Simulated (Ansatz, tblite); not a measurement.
Isomers of Ag$_{3}$H$_{3}$⁻ (doublet), found by a short tight-binding search and relaxed with PBE-D4/def2-TZVPD in Ansatz.

In the def2 sets Ag takes a core potential; there is no spin–orbit coupling. The xTB rows come from tblite. LC-ωPBE has ω = 0.4 bohr⁻¹. Correlated methods freeze no core orbitals; core or outer-core shells of Ag are correlated, in sets that lack core-valence functions.

A: At PBE-D4/def2-TZVPD, B97M-V/def2-TZVPD the highest occupied level of the charge -1 doublet lies above zero (up to 0.23 eV). By energy differences its removal costs 2.26 eV (vertical, to the charge 0 singlet, at PBE0-D4/def2-TZVPD).

Other spin states were run for one of them alone.

A:

Cartesian coordinates in Å:
```
Ag 1.334 0.945 1.353
Ag -1.901 -1.944 -2.277
Ag -0.429 -0.380 -0.426
H 1.814 2.272 2.227
H -1.844 -0.300 -1.396
H 1.025 -0.594 0.519
```

B:

```
atom   x (Å)   y (Å)   z (Å)
 Ag1  -0.443   1.429   0.281
 Ag2   1.789  -0.236   0.732
 Ag3  -0.398  -1.290  -0.704
  H4   0.186  -2.840  -0.740
  H5  -1.228   0.277  -0.821
  H6   0.093   2.659   1.252
```

C:

Cartesian coordinates in Å:
```
Ag 0.3494 1.4409 -0.6205
Ag -0.9652 -0.1111 1.2804
Ag 0.6159 -1.3299 -0.6600
H 1.5012 -2.2688 -1.7178
H -1.8373 -0.8320 2.5068
H 0.3360 3.1010 -0.7888
```

Problem. Estimate which lies lowest at each level, and how far above it the others are (eV).

Solution. 
| level | A | B | C |
| --- | --- | --- | --- |
| GFN1-xTB | 0.93 | 0.03 | 0.00 |
| GFN2-xTB | 1.71 | 0.12 | 0.00 |
| HF/def2-TZVPD | 0.00 | 0.65 | 1.31 |
| PBE-D4/def2-TZVPD | 0.00 | 0.11 | 0.59 |
| r2SCAN-D4/def2-TZVPD | 0.00 | 0.13 | 0.64 |
| B97M-V/def2-TZVPD | 0.00 | 0.05 | 0.59 |
| PBE0-D4/def2-TZVPD | 0.00 | 0.22 | 0.84 |
| LC-ωPBE/def2-TZVPD | 0.00 | 0.43 | 1.09 |
| MP2/def2-TZVPD | 0.00 | 0.32 | 1.10 |
Point groups (tolerance 0.1 Å): A not assigned, B Cs, C C3h. Lower isomers may exist.
